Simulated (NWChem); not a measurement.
# CH3Mg cation; SMILES [CH3][Mg+]

### Question
Give the equilibrium geometry at B3LYP/6-31G* (spherical d) (NWChem) as a list of bonds and angles, with the point group.

### Answer
point group C3v; any orientation.
Bonded distances (Å): Mg1–C2 2.098, C2–H3 1.092, C2–H4 1.092, C2–H5 1.092. Bond angles (°): Mg1–C2–H3 106.5, Mg1–C2–H4 106.5, Mg1–C2–H5 106.5, H3–C2–H4 112.3, H3–C2–H5 112.3, H4–C2–H5 112.3.
